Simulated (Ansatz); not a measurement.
Redistribution: C2H9FSi2 + SiH3(OH) → C2H10OSi2 + SiH3F

Species: C2H9FSi2 `C[SiH2]C[SiH2]F`, singlet; SiH3(OH) (silanol), singlet; C2H10OSi2 `C[SiH2]C[SiH2]O`, singlet; SiH3F `F[SiH3]`, singlet. The partners trade F for OH; both sit on Si, so the bond types are kept.

Shapes, held fixed at every level: PBE0-D4/def2-TZVP. Flexible molecules stand in one conformer, not always the lowest. Programs: Ansatz 0.2.0. Electronic energies: no zero-point or thermal term.

| level | kind | ΔE (kJ/mol) | less CCSD(T)/CBS estimate |
| --- | --- | --- | --- |
| HF/def2-TZVPP | Hartree–Fock | +5.3 | +1.7 |
| r2SCAN-D4/def2-TZVPP | meta-GGA | +5.4 | +1.8 |
| B3LYP-D4/def2-TZVPP | global hybrid | +5.3 | +1.7 |
| wB97M-V/def2-TZVPP | range-separated hybrid | +5.0 | +1.4 |
| CCSD(T)/def2-TZVPP | coupled cluster or CI | +3.5 | -0.1 |
| CCSD/def2-TZVPP | coupled cluster or CI | +3.9 | +0.3 |
| CCSD(T)/CBS estimate | coupled cluster or CI | +3.6 | 0.0 |

The highest level, CCSD(T)/CBS estimate, gives ΔE = +3.6 kJ/mol; the levels span +3.5 to +5.4. That is about zero within the method's error. The column of differences is taken from that level and isn't an error. No measured value is set beside it here. The CBS estimate extrapolates MP2 from def2-TZVPP and def2-QZVPP and adds CCSD(T) − MP2 in the triple-zeta set, cores frozen.
